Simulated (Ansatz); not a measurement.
Program: Ansatz 0.2.0.

C2H3AlOS at its PBE0-D4/def2-TZVP geometry, where that method's forces vanish. Charge 0, multiplicity 1. The bonds changed during the relaxation, so this is another structure than the one it started from.

```tsv
atom	x (Å)	y (Å)	z (Å)
C1	1.348	-0.411	0.347
Al2	-0.104	0.647	-0.366
S3	-1.065	2.185	-1.300
C4	-1.996	-0.165	-0.088
O5	-3.104	-0.378	-0.070
H6	1.380	-1.399	-0.120
H7	2.309	0.078	0.173
H8	1.233	-0.558	1.425
```

Problem. For each bond, give half the difference of the two atoms' forces along it (eV/Å; positive pushes the atoms apart) under PBE-D4, r2SCAN-D4, B3LYP-D4, ωB97M-V in def2-TZVPP. (Estimate.)

Solution. The calculation gave: 
```csv
bond,length (Å),PBE-D4,r2SCAN-D4,B3LYP-D4,ωB97M-V
C1–Al2,1.933,-0.12,-0.05,0.02,0.02
C1–H6,1.094,0.12,0.01,-0.04,-0.06
C1–H7,1.092,0.09,-0.03,-0.05,-0.02
C1–H8,1.094,0.12,0.01,-0.04,-0.06
Al2–S3,2.039,0.39,0.18,0.11,-0.15
Al2–C4,2.079,-1.18,-0.62,-0.14,0.56
C4–O5,1.128,2.12,0.98,0.30,-0.54
```

B3LYP here is the variant with VWN-RPA as its local correlation; programs differ in this.
